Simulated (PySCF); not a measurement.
**Correlation energy of Cu (copper, neutral)**

[Ar] 3d10 4s1, 2S determinant. All numbers are calculated (PySCF 2.14, no relativity, point nucleus, in def2-TZVP). Frozen: [Ar]; 11 electrons correlated.

MP2 pair energies summed by pair of shells (mhartree):

| pair | energy | share (%) |
| --- | --- | --- |
| 3d-3d | -386.07 | 96.1 |
| 3d-4s | -15.77 | 3.9 |

Total MP2 correlation energy: -401.84 mhartree.

Same-spin part -150.42 and opposite-spin part -251.41 mhartree; SCS-MP2 scales them by 1/3 and 6/5 to -351.84 mhartree.

```csv
level,correlation energy (mhartree)
CCSD,-349.38
(T),-11.67
CCSD(T),-361.05
```

Diagnostics: T1 = 0.022, D1 = 0.0518, largest double amplitude 0.032.

Cost of the coupled-cluster step: 1.7 s of wall time on 1 thread of Neoverse-V1 (shared host), for 11 correlated electrons.

Iterations:

```
CC2 = 0
CCSD nocc = (np.int64(6), np.int64(5)), nmo = (36, 36)
frozen orbitals [[0, 1, 2, 3, 4, 5, 6, 7, 8], [0, 1, 2, 3, 4, 5, 6, 7, 8]]
max_cycle = 100
direct = 0
conv_tol = 1e-08
conv_tol_normt = 1e-06
diis_space = 8
diis_start_cycle = 0
Init t2, MP2 energy = -0.401836557411114
Init E_corr(UCCSD) = -0.401836557431513
cycle = 1  E_corr(UCCSD) = -0.323983230153719  dE = 0.0778533273  norm(t1,t2) = 0.144704
cycle = 2  E_corr(UCCSD) = -0.35919216829609  dE = -0.0352089381  norm(t1,t2) = 0.0871091
cycle = 3  E_corr(UCCSD) = -0.349655546502374  dE = 0.00953662179  norm(t1,t2) = 0.0686438
cycle = 4  E_corr(UCCSD) = -0.348573669067451  dE = 0.00108187743  norm(t1,t2) = 0.00908862
cycle = 5  E_corr(UCCSD) = -0.349259645401343  dE = -0.000685976334  norm(t1,t2) = 0.00355283
cycle = 6  E_corr(UCCSD) = -0.349419639142956  dE = -0.000159993742  norm(t1,t2) = 0.000676691
cycle = 7  E_corr(UCCSD) = -0.349386799734035  dE = 3.28394089e-05  norm(t1,t2) = 0.000190316
cycle = 8  E_corr(UCCSD) = -0.349376082137205  dE = 1.07175968e-05  norm(t1,t2) = 7.47257e-05
cycle = 9  E_corr(UCCSD) = -0.34937825295359  dE = -2.17081638e-06  norm(t1,t2) = 3.07798e-05
cycle = 10  E_corr(UCCSD) = -0.349380293114828  dE = -2.04016124e-06  norm(t1,t2) = 1.24644e-05
cycle = 11  E_corr(UCCSD) = -0.349380343074601  dE = -4.99597723e-08  norm(t1,t2) = 1.89755e-06
cycle = 12  E_corr(UCCSD) = -0.349380339459766  dE = 3.61483493e-09  norm(t1,t2) = 6.42265e-07
UCCSD converged
E(UCCSD) = -1639.272461145217  E_corr = -0.3493803394597659
UCCSD(T) correction = -0.0116741997932371
```
